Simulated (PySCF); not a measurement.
Compound: C6H8Cl (doublet state).
SMILES with atom numbers: `[CH3:1][C@H:2]1[C@@H:3]2[CH2:4][C@H:5]1[C:6]2[Cl:7]` (hydrogens: H8, H9, H10 on C1; H11 on C2; H12 on C3; H13, H14 on C4; H15 on C5)

Cartesian coordinates in Å at the GFN2-xTB level; atoms count from 1:
```xyz
15
C6H8Cl angstrom
C     -1.7441    0.8751   -0.0671
C     -0.2374    0.7363   -0.1397
C      0.4901   -0.0861    0.9529
C      1.6443   -0.2382   -0.0623
C      0.3653   -0.4734   -0.8961
C     -0.1112   -1.3099    0.2805
Cl     0.3283   -2.9311    0.5903
H     -2.0194    1.5899    0.7053
H     -2.1959   -0.0861    0.1661
H     -2.1360    1.2268   -1.0190
H      0.2304    1.6943   -0.3718
H      0.5669    0.1287    2.0108
H      2.2042    0.6698   -0.2901
H      2.3105   -1.0871    0.0704
H      0.2996   -0.7010   -1.9521
```

Level of theory: PySCF 2.14.0, UKS B3LYP, pcH-1 on C Cl H, non-relativistic, mean-field spin-orbit, GIAO. Isolated species at its GFN2-xTB geometry, gas phase. Couplings are sensitive to structure, and on GFN2-xTB geometries they can be far from those on DFT ones. The SCF solution wasn't tested for stability.

**Question.** What is the g tensor, term by term?

**Answer.** 
| Δg (ppt) | 1 | 2 | 3 |
| --- | --- | --- | --- |
| relativistic mass correction | -0.19 | -0.19 | -0.19 |
| gauge correction | 0.00 | 0.05 | 0.01 |
| orbital Zeeman/spin–orbit | -0.55 | 3.62 | 6.34 |
| total | -0.74 | 3.48 | 6.16 |

So g = 2.00158, 2.00580, 2.00848 and g_iso = 2.00528; the tensor is rhombic: the two nearest values differ by 39 % of g3 − g1. 

**Question.** What are the electron Larmor frequencies g μB B/h along the three axes at 330 mT?

**Answer.** 9.2448, 9.2643, 9.2767 GHz for g1, g2 and g3, a range of 31.9 MHz.

**Question.** At 9.363 GHz, how far is the centre of the isotropic spectrum from where a free electron (g = 2.002319) resonates?

**Answer.** B = hν/(g μB) with μB/h = 13.99624 MHz/mT gives 334.10 mT for the free electron and 333.60 mT at g_iso, 0.49 mT lower.

**Question.** In a frozen sample, at which fields do the three g values resonate at 9.5, 34, 94 and 263 GHz (hyperfine left aside), and which band first spreads them over more than twice a line width of 0.3 mT?

**Answer.** 
```json
{"band": "X", "GHz": "9.5", "B(g3) mT": "337.94", "B(g2) mT": "338.40", "B(g1) mT": "339.11", "spread mT": "1.16"}
{"band": "Q", "GHz": "34.0", "B(g3) mT": "1209.49", "B(g2) mT": "1211.10", "B(g1) mT": "1213.65", "spread mT": "4.17"}
{"band": "W", "GHz": "94.0", "B(g3) mT": "3343.87", "B(g2) mT": "3348.34", "B(g1) mT": "3355.40", "spread mT": "11.53"}
{"band": "J", "GHz": "263.0", "B(g3) mT": "9355.72", "B(g2) mT": "9368.23", "B(g1) mT": "9387.97", "spread mT": "32.25"}
```

The spread grows in proportion to the frequency. X band is the first where it exceeds 0.6 mT.

The largest Mulliken spin populations are on C6 (+0.85) and Cl7 (+0.10). No atom but C6 exceeds +0.15. The angles at C6 add up to 328.2°, so it is pyramidal.

The HOMO–LUMO gaps are 6.82 eV among the α and 6.17 eV among the β orbitals.

The run took 77 s (with the writing of density and orbital grids) on one thread of an Intel Xeon Platinum 8259CL at 2.50 GHz (shared host), and the process peaked at 0.96 GiB of memory.
